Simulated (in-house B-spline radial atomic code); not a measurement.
Successive ionisation energies of barium; each step leads to the configuration of the next row (after the last: [Ne] 3s2 3p6). NIST's values go from ground level to ground level; the uncertainty of those that are theory runs from under 0.1 % in few-electron ions to several per cent in heavy many-electron ones. Computed with a radial B-spline atomic code at the basis-set limit: non-relativistic Hartree-Fock, average of the configuration, point nuclei.

This level leaves out relativity, spin-orbit splitting included, which matters for heavy ions.

```csv
ion,configuration,ionisation energy (eV),tabulated value (eV),computed minus tabulated (eV),highest orbital,largest mean radius (bohr)
Ba30+,[Ar] 3d8,1879.0,1864,15.0,3d,0.29538
Ba31+,[Ar] 3d7,?,?,?,?,?
Ba32+,[Ar] 3d6,2058.6,2047,11.6,3d,0.29134
Ba33+,[Ar] 3d5,2150.8,2142,8.8,3d,0.28934
Ba34+,[Ar] 3d4,2244.4,2256,-11.6,3d,0.28736
Ba35+,[Ar] 3d3,2339.6,2349,-9.4,3d,0.2854
Ba36+,[Ar] 3d2,?,?,?,?,?
Ba37+,[Ar] 3d1,2534.4,2547,-12.6,3d,0.28153
```

Problem. Fill in the row of Ba31+.

Solution. ionisation energy (eV): 1968.1; tabulated value (eV): 1958; computed minus tabulated (eV): 10.1; highest orbital: 3d; largest mean radius (bohr): 0.29335.

Problem. Fill in the row of Ba36+.

Solution. ionisation energy (eV): 2436.3; tabulated value (eV): 2452; computed minus tabulated (eV): -15.7; highest orbital: 3d; largest mean radius (bohr): 0.28346.
